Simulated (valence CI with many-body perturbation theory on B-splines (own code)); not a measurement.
The numbers below are computed, except where a source is named.
## Bi⁴⁹⁺: magnetic and hyperfine properties of the levels

Level of theory: relativistic CI+MBPT: six valence electrons over a frozen Dirac-Fock core [Ar] 3d10, radial functions for each j: 9 s, 9 p, 8 d, 6 f, 3 g, 1 h, with the one-electron correlation potential Σ1, the two-electron term Σ2, the three-electron term Σ3, Breit, model QED; selected CI, second order for the rest, scaled by the run's own slope (own B-spline code, finite nucleus).

The last digits are not significant, and no measured levels were compared; by estimate large intervals hold to a few tenths of a per cent, small ones and those within an open d or f shell to about a per cent. Among the levels kept, up to 630 cm⁻¹ of a level comes from second order outside the variational space, and about a tenth of that is noise between levels of different J, which matters for small intervals.

A/g_I is the dipole constant over the nuclear g factor μ/I (μ in nuclear magnetons, uniformly magnetised nucleus), B/Q the quadrupole constant per barn. Both hold the static response of the core; the bare values leave it out. Large factors of s and p1/2 electrons are usually good to 5 to 10 %; those of open d and f shells near neutrality can be off by tens of per cent, and small factors of p3/2, d and f electrons come from cancelling terms and can be off by a factor of two or in sign, in half-filled shells by more. B is blank for J = 1/2, where it vanishes, and for nearly pure S terms. Energies count from the lowest level. Levels with J = 0 are left out.

Levels are named by their leading jj configuration (3d3/2^4 stands for four electrons in 3d with j = 3/2), which in mixed levels can hold well under half, so a name can repeat and another be missing. Letters in brackets count levels of one name in rising energy.

| Level | E (eV) | g | A/g_I (MHz) | A/g_I bare | B/Q (MHz/b) | B/Q bare |
| --- | --- | --- | --- | --- | --- | --- |
| (4s^2 4p1/2^2 4p3/2^2) J=2 | 0.00 | 1.337 | 88800 | 85500 | 14500 | 14100 |
| (4s^2 4p1/2 4p3/2^3) J=1 | 172.52 | 1.495 | -124000 | -122000 | -92300 | -89700 |
| (4s^2 4p1/2 4p3/2^3) J=2 | 177.71 | 1.150 | 304000 | 295000 | -199000 | -194000 |
| (4s^2 4p1/2^2 4p3/2 4d3/2) J=2 | 185.97 | 1.047 | 67900 | 66200 | -2900 | -2780 |
| (4s^2 4p1/2^2 4p3/2 4d3/2) J=1 | 190.06 | 1.119 | 59800 | 58500 | -81500 | -79400 |
| (4s^2 4p1/2^2 4p3/2 4d3/2) J=3 | 190.70 | 1.098 | 65600 | 64200 | 193000 | 188000 |
| (4s^2 4p1/2^2 4p3/2 4d5/2) J=4 | 224.70 | 1.257 | 43200 | 42300 | 199000 | 194000 |
| (4s^2 4p1/2^2 4p3/2 4d5/2) J=2 | 228.32 | 1.249 | 42200 | 41800 | -120000 | -116000 |
| (4s^2 4p1/2^2 4p3/2 4d5/2) J=3 | 241.20 | 1.200 | 38900 | 38200 | 603 | 993 |
| (4s^2 4p1/2^2 4p3/2 4d5/2) J=1 | 245.71 | 1.053 | -40700 | -37400 | 24400 | 23800 |
| (4s 4p1/2^2 4p3/2^3) J=2 | 300.24 | 1.478 | 714000 | 693000 | -179000 | -174000 |
| (4s 4p1/2^2 4p3/2^3) J=1 | 314.68 | 1.175 | -515000 | -501000 | -66300 | -64300 |
| (4s^2 4p1/2 4p3/2^2 4d3/2) J=2 [a] | 353.19 | 1.033 | 164000 | 160000 | -95400 | -92800 |
| (4s^2 4p1/2 4p3/2^2 4d3/2) J=1 [a] | 353.21 | 0.998 | 142000 | 138000 | -25700 | -25200 |
| (4s^2 4p1/2 4p3/2^2 4d3/2) J=3 [a] | 357.73 | 1.081 | 161000 | 157000 | -3350 | -3060 |
| (4s^2 4p1/2 4p3/2^2 4d3/2) J=4 | 362.46 | 1.051 | 180000 | 175000 | 30900 | 30600 |
| (4s^2 4p1/2 4p3/2^2 4d3/2) J=2 [b] | 369.03 | 0.815 | 245000 | 239000 | 104000 | 101000 |
| (4s^2 4p1/2^2 4d3/2^2) J=2 | 375.46 | 0.760 | 44300 | 44400 | 1580 | 1550 |
| (4s^2 4p1/2 4p3/2^2 4d3/2) J=3 [b] | 379.17 | 1.199 | 16800 | 16500 | 24500 | 24000 |
| (4s^2 4p1/2 4p3/2^2 4d3/2) J=2 [c] | 380.50 | 1.264 | 115000 | 111000 | 1860 | 1480 |
| (4s^2 4p1/2 4p3/2^2 4d3/2) J=1 [b] | 381.90 | 1.518 | 215000 | 207000 | 15000 | 14600 |
| (4s^2 4p1/2 4p3/2^2 4d5/2) J=3 [a] | 390.14 | 1.297 | -63900 | -61900 | 22800 | 22500 |
| (4s^2 4p1/2 4p3/2^2 4d5/2) J=4 [a] | 390.35 | 1.300 | -33600 | -32500 | 66500 | 65100 |
| (4s^2 4p1/2 4p3/2^2 4d3/2) J=1 [c] | 390.65 | 0.874 | -187000 | -180000 | 7500 | 7590 |
| (4s^2 4p1/2 4p3/2^2 4d5/2) J=4 [b] | 397.19 | 1.179 | 154000 | 149000 | 3320 | 3480 |
| (4s^2 4p1/2 4p3/2^2 4d5/2) J=1 [a] | 398.66 | 0.948 | 454000 | 443000 | 4560 | 4470 |
| (4s^2 4p1/2 4p3/2^2 4d5/2) J=5 | 399.10 | 1.194 | 139000 | 135000 | 38000 | 37400 |
| (4s^2 4p1/2 4p3/2^2 4d5/2) J=2 [a] | 408.33 | 1.281 | -124000 | -120000 | 167000 | 162000 |
| (4s^2 4p1/2 4p3/2^2 4d5/2) J=3 [b] | 412.25 | 1.120 | 176000 | 172000 | 197000 | 192000 |
| (4s^2 4p1/2 4p3/2^2 4d5/2) J=2 [b] | 416.83 | 1.089 | 157000 | 153000 | 20300 | 19900 |
| (4s^2 4p1/2^2 4d3/2 4d5/2) J=3 | 417.03 | 1.080 | 29500 | 29700 | 5910 | 5830 |
| (4s^2 4p1/2 4p3/2^2 4d5/2) J=1 [b] | 418.20 | 1.302 | -180000 | -175000 | -1950 | -1940 |
| (4s^2 4p1/2^2 4d3/2 4d5/2) J=4 | 420.74 | 1.050 | 32400 | 32500 | 61500 | 60500 |
| (4s^2 4p1/2^2 4d3/2 4d5/2) J=2 | 421.68 | 1.158 | 32400 | 32400 | -18500 | -18300 |

Q: Take the isotope of mass number 209, with I = 9/2, μ = 4.092 μN, leaving out the quadrupole term. What is the hyperfine structure of (4s^2 4p1/2^2 4p3/2^2) J=2?

A: From the table A = 80800 MHz. Shifts from the centre of gravity in MHz: F = 5/2: -889000, F = 7/2: -606000, F = 9/2: -242000, F = 11/2: 202000, F = 13/2: 727000.
